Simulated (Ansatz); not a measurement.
Born–Oppenheimer molecular dynamics of CH₄BFO (8 atoms, charge 0, multiplicity 1). It starts from a relaxed structure.

Computed with Ansatz, RKS PBE0-D4/def2-SVP.

```json
{"ensemble": "NVT, Langevin thermostat", "time step": "0.5 fs", "steps asked": "100", "set temperature": "200 K", "friction": "0.05 /fs", "temperature schedule": "25 steps to 200 K, then 75 steps to 400 K", "seed": "464847"}
```

First frame:

```xyz
8
Properties=species:S:1:pos:R:3
C -0.377 0.899 -0.277
B 0.323 -0.468 0.008
O -0.052 -1.273 1.025
F 1.336 -0.876 -0.774
H -0.787 0.907 -1.300
H -1.188 1.115 0.431
H 0.360 1.717 -0.235
H 0.476 -2.078 1.067
```

Q: What does the run give?

A: All steps were run.

- steps done: 100
- time covered: 50 fs
- mean temperature over the second half: 241 K
- spread of the potential energy over the second half: 8.4 meV per atom
- mean potential energy of the second half above the start: 20.5 meV per atom

The schedule's set-point averaged 333 K over the second half and the system 241 K, so it lags behind the ramp. A run of 0.05 ps of so small a system gives no equilibrium averages.

Q: What happens to the structure?

A: The same pairs are bonded in the first frame and the last. Pairs count as bonded within 1.25 times the sum of covalent radii (0.12 Å more for H–H). Another seed would give other details.

Q: How do temperature and energy run in time?

A: 
```tsv
time (fs)	T (K)	potential energy less start (eV)
0.0	175	0.000
2.5	140	0.048
5.0	118	0.068
7.5	77	0.071
10.0	88	0.073
12.5	140	0.093
15.0	120	0.098
17.5	128	0.090
20.0	150	0.064
22.5	194	0.056
25.0	203	0.088
27.5	142	0.126
30.0	180	0.097
32.5	212	0.130
35.0	288	0.119
37.5	254	0.134
40.0	261	0.141
42.5	271	0.152
45.0	221	0.282
47.5	273	0.256
50.0	316	0.296
```

Run time: 3.3 min on 1 CPU thread of a shared host.
